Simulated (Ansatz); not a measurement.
Cost and result for the atomization energy of `NB(S)Cl` (7 atoms, 6 bonds).

```xyz
7

N    -0.205   -0.915   -0.271
B    -0.010    0.200    0.537
S     0.481    1.845   -0.046
Cl   -0.251    0.042    2.286
H    -0.478   -1.803    0.114
H    -0.089   -0.909   -1.268
H     0.552    1.540   -1.353
```

The species carries charge 0 and has multiplicity 1. The geometry is a stationary point of PBE0-D4/def2-TZVP. It is one conformer, not always the lowest. Program: Ansatz. Hardware: A = 2 threads of a server CPU on a shared host; B = 2 threads of an AMD EPYC 7R13 on a shared host and a share of an NVIDIA H100 80 GB. Times are those of one run each, without the atoms' runs, and a repeat can differ threefold. Electronic energies, without spin–orbit coupling; frozen cores. CCSD(T)/CBS extrapolates def2-TZVPP and def2-QZVPP, and its time is that of the two runs behind it. T1 = 0.011. B3LYP takes the VWN-RPA correlation (the form of Gaussian; ORCA's B3LYP/G).

CCSD(T)/CBS is a level of theory with its own doubt, some kJ/mol a heavy atom from the limit and from the frozen cores, so smaller differences don't rank the functionals.

```tsv
level	functions	wall time	atomization (kcal/mol)	difference from CCSD(T)/CBS	per bond
LDA (SPW92)/def2-TZVPP [A]	188	0.95 s	692.7	96.2	16.0
revPBE-D4/def2-TZVPP [A]	188	1.4 s	599.5	3.0	0.5
CCSD(T)/def2-SVP [A]	79	1.4 s	558.8	-37.7	-6.3
PBE0-D4/def2-TZVPP [A]	188	2.1 s	603.4	6.9	1.2
BHLYP-D4/def2-TZVPP [A]	188	2.2 s	580.3	-16.2	-2.7
CAM-B3LYP-D4/def2-TZVPP [A]	188	2.3 s	600.4	3.9	0.7
B3LYP-D4/def2-TZVPP (with forces) [A]	188	3.1 s	599.1	2.6	0.4
r2SCAN-D4/def2-TZVPP (with forces) [A]	188	3.3 s	602.8	6.3	1.1
r2SCANh-D4/def2-TZVPP [A]	188	3.6 s	598.4	1.9	0.3
CCSD(T)/def2-TZVPP [B]	188	6 s	577.8	-18.7	-3.1
ωB97M-V/def2-TZVPP (with forces) [A]	188	7 s	605.0	8.5	1.4
CCSD(T)/def2-QZVPP [B]	344	24 s	588.7	-7.8	-1.3
CCSD(T)/CBS(def2)	–	30 s	596.5	0.0	0.0
```

From PBE to PBE0 (25 % exact exchange), in def2-TZVPP and without D4, the atomization energy moves by −11.9 kcal/mol: exact exchange takes away binding that semilocal exchange gives to molecules. At CCSD(T), def2-SVP lies −37.7 kcal/mol from the extrapolated value and def2-TZVPP −18.7 kcal/mol: correlation converges slowly with the basis, and small sets miss more of it in the bonded molecule than in its fragments. In def2-TZVPP, CCSD(T) changes the Hartree–Fock value by +150.5 kcal/mol (the triples alone add +11.0 kcal/mol) and MP2 by +165.7 kcal/mol; breaking electron pairs costs correlation energy, which Hartree–Fock lacks.
